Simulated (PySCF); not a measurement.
**MoOI2, triplet: structure and spectrum**

Method: PySCF, UPBE0, basis Mo def2-SVP with ECP28, O def2-SVP, I def2-SVP with ECP28 (scalar-relativistic core potentials, no spin–orbit coupling, density fitting).

The structure is a minimum.

* Point group: C2v
* Bond lengths: Mo–I 2.625 Å (×2), Mo–O 1.641 Å
* Bond angles: I–Mo–I 122.2°, I–Mo–O 118.9° (×2)
* Rotational constants: 0.07887, 0.01258, 0.01085 cm⁻¹
* Entropy at 298.15 K and 1 bar (electronic part: spin only): 378.8 J/(mol K)
* Principal quadrupole moments (Buckingham, traceless) about the centre of mass: -3.78, 0.43, 3.35 D Å
* Zero-point energy: 11.2 kJ/mol
* Enthalpy at 298.15 K above 0 K: 18.43 kJ/mol
* Atomisation energy without zero-point energy: 1159 kJ/mol
* Lowest empty level (α): -3.50 eV
* Spin squared ⟨S²⟩: 2.027
* Heat capacity Cp at 298.15 K: 73.7 J/(mol K)
* Dipole moment: 0.34 D
* Principal polarisabilities: 61.5, 85.6, 146.3 bohr³
* Rotational symmetry number: 2
* Highest occupied level (α): -7.08 eV

Harmonic modes (masses in u: Mo 97.905, O 15.995, I 126.904):
| symmetry | ω (cm⁻¹) | IR (km/mol) |
| --- | --- | --- |
| a1 | 51 | 0.1 |
| b1 | 89 | 8.3 |
| b2 | 158 | 0.1 |
| a1 | 198 | 4.7 |
| b2 | 290 | 67.3 |
| a1 | 1081 | 197 |

In C2v the vibrations span 3a1 + b1 + 2b2. Here b1 is antisymmetric to the molecular plane and b2 lies in it.

Charges (e):
| atom | Mulliken | Löwdin | polar tensor | spin (Mulliken) | Mayer order to Mo1 |
| --- | --- | --- | --- | --- | --- |
| Mo1 | 0.51 | -0.40 | 1.61 | 2.13 | – |
| O2 | -0.28 | -0.02 | -0.72 | -0.18 | 2.26 |
| I3,4 | -0.12 | 0.21 | -0.44 | 0.02 | 1.30 |

Mulliken populations on Mo1 (electrons outside its core potential): s 2.48, p 6.54, d 4.42, f 0.05.

Formally Mo is in oxidation state +4, d2, with 2 unpaired electrons (the high-spin count). The Mulliken spin on Mo is 2.13. The polar-tensor charge on Mo, 1.61, is far below the formal one.

This need not be the most stable arrangement of these atoms. Other spin states or occupations of the open shell can lie lower. No spin–orbit coupling is included, which matters more the heavier the element.

The final relaxation and frequency run took roughly 4 core-minutes on a shared host.
